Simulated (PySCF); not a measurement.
One reagent, a row of partners

Four-centre ligand exchange: H₂O meets different compounds of Si. Each row is one chosen step, not always the lowest open to these reactants.

Gas-phase electronic energies, without zero-point energy, by CCSD(T) at an estimated basis limit (MP2 extrapolated from triple and quadruple zeta, plus CCSD(T) − MP2 in triple zeta); PySCF 2.14 with density fitting (its default auxiliary sets; JK sets also for MP2 and CCSD(T)), def2-TZVPP and QZVPP, frozen cores, on PBE0-D4/def2-TZVP structures. Extrapolation: Hartree–Fock as exp(−7.88 √X), correlation as X^−2.97. All energies, in kcal/mol, count from the separated reactants, without counterpoise correction; the start and end structures are the complexes reached by relaxing down from the saddle, and deeper ones may exist. Brackets give SMILES, or, where every atom is bracketed, only which atoms are joined. Steps whose reference was doubtful or whose search ended elsewhere are left out.

| reactants | products | broken | formed | start structure | saddle | end structure | saddle by PBE-D4/TZ |
| --- | --- | --- | --- | --- | --- | --- | --- |
| CH₆Si ([CH3][SiH3]) + H₂O | SiH₄O ([OH][SiH3]) + CH₄ | C–Si, H–O | C–H, O–Si | -1.69 | 48.15 | -22.08 | 38.89 |
| SiNH₅ ([NH2][SiH3]) + H₂O | SiH₄O ([OH][SiH3]) + NH₃ | H–O, N–Si | H–N, O–Si | -4.98 | 21.77 | -12.14 | 13.91 |
| SiH₃Cl ([SiH3][Cl]) + H₂O | SiH₄O ([OH][SiH3]) + HCl | Cl–Si, H–O | Cl–H, O–Si | -2.82 | ? | -2.13 | 15.07 |
| SiHF₃ ([F][SiH]([F])[F]) + H₂O | SiH₂OF₂ ([OH][SiH]([F])[F]) + HF | F–Si, H–O | F–H, O–Si | -2.56 | 25.48 | 2.62 | 18.32 |

(1) What is the height of the saddle for SiH₃Cl ([SiH3][Cl]) + H₂O? (Judge from chemistry; the value comes from the calculation.)

(2) How do the PBE-D4 saddles lie against the coupled-cluster estimate?

No T1 diagnostic of these runs exceeds 0.012.

For scale, one of the runs: CCSD(T)/def2-TZVPP, 216 basis functions, launched by `OMP_NUM_THREADS=4 python run.py`. The run took 7.8 min on 4 CPU threads of an Arm Neoverse V1 (shared host), with 3 GiB of host memory at its peak.

Answers

(1) Computed: 20.04 kcal/mol relative to the separated reactants, the lowest of the series; above its start structure the barrier is 20.04 − (-2.82) ≈ 22.86 kcal/mol.

(2) All lower, by 4.98 to 9.26 kcal/mol.
